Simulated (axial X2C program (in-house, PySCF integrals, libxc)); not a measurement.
**NaBr⁻: from the spin-free to the two-component result**

Calculated with an axial X2C code built on PySCF integrals. Spin-free means the one-electron spin-free X2C Hamiltonian; two-component (2c) means X2C with spin–orbit coupling and atomic mean-field two-electron Coulomb and Gaunt terms, so the difference of the two also holds small scalar two-electron terms. Basis: Br dyall-acv3z [9s10p7d5f1g], Na dyall-av3z [10s9p5d2f] (cores contracted in-house); Gaussian nuclei, density fitting, unrestricted open shells. Masses: Br 78.918 u, Na 22.990 u.

Spin-free state: M_S = 1/2, Λ = 0 (beyond evenly filled blocks: σα); fragments Br- + Na.

```
  level  Re (Å)  ωe (cm⁻¹)  De (eV)  μ (D)
   PBE0   2.660      214.0    1.146  -6.73
     HF   2.693      210.7    1.115  -7.23
    MP2   2.697      209.1    1.150    n/a
   CCSD   2.692      210.4    1.164    n/a
CCSD(T)   2.696      209.4    1.165    n/a
 PBEsol   2.648      214.7    1.176  -7.01
```

Correlated methods: 9 electrons correlated (number of frozen shells: Br 3 s, 2 p, 1 d; Na 2 s, 1 p), 283 virtual spin orbitals or spinors in MP2, 89 natural virtuals in coupled cluster.

Dipoles are positive if Na is the positive end and refer to the centre of mass.

Two-component determinant lowest at the distance of the search:

Ω = 1/2 (⟨Sz⟩ = 0.50, ⟨Lz⟩ = 0.00 at HF); fragments Br- + Na.

| level | Re (Å) | ωe (cm⁻¹) | De (eV) | μ (D) |
| --- | --- | --- | --- | --- |
| PBE0 | 2.661 | 213.6 | 1.144 | -6.73 |
| HF | 2.694 | 210.4 | 1.114 | -7.23 |
| MP2 | 2.698 | 208.8 | 1.149 | n/a |
| CCSD | 2.693 | 210.1 | 1.163 | n/a |
| CCSD(T) | 2.697 | 209.1 | 1.163 | n/a |
| PBEsol | 2.649 | 214.3 | 1.175 | -7.01 |

From the two tables, how do the constants change at the CCSD(T) level (2c against spin-free)?

At the CCSD(T) level Re increases by 0.001 Å and ωe drops by 0.3 cm⁻¹; De changes by -0.002 eV.

The state is a single determinant with fixed occupations, the lowest that a limited PBE0 search found. De is counted from the lowest determinant-based energies of the atoms at the same level, without counterpoise correction. Density functionals use the spin component along the axis (collinear). Coupled cluster ran in a truncated set of natural virtual spinors; the MP2 energy of the rest was added. (T) has no such correction and the atoms are truncated less, which lowers De at CCSD(T) by a hundredth of an eV or more. The highest occupied level of some functionals is positive through self-interaction error; at Hartree–Fock it is bound. With the outer-core shells frozen, correlated bond lengths of heavy atoms tend to come out a few hundredths of an ångström too long. Hartree–Fock gets electron affinities wrong, so its lowest charge split need not be the true one.
